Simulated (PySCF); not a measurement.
**Worked example: oscillator strength and radiative lifetime**

C₂H₇GeN, SMILES [GeH][N](C)C (connectivity only; charge and spin as stated), neutral, multiplicity 1.

Geometry: PBE0-D3(BJ)/def2-SVP. The structure was generated by enumeration; whether it is a known compound was not checked.

TDDFT-CAM-B3LYP/def2-SVPD run with PySCF puts the first singlet state with f over 0.02 at 4.91 eV (vertical), with the transition dipole (-0.023, -1.113, 0.000) in atomic units.

Problem. Find the oscillator strength, the wavelength and the radiative lifetime that this transition would have in vacuum if emission retraced absorption.

Solution. 
|μ|² = 1.2393 au, so |μ| = 2.83 D. ΔE = 4.91/27.211 = 0.1804 hartree. f = (2/3) ΔE |μ|² = 0.149 (the program prints 0.149).
λ = 1239.84/4.91 = 253 nm; ν = 39602 cm⁻¹.
Einstein's coefficient A = 0.6670 ν² f s⁻¹ (ν in cm⁻¹) = 1.6e8 s⁻¹, so τ = 1/A = 6.4 ns. This state is S2; the lower singlet has f = 0.019. The figure is the radiative limit of this one transition; relaxation, internal conversion, crossing to triplets and a medium change what is measured.
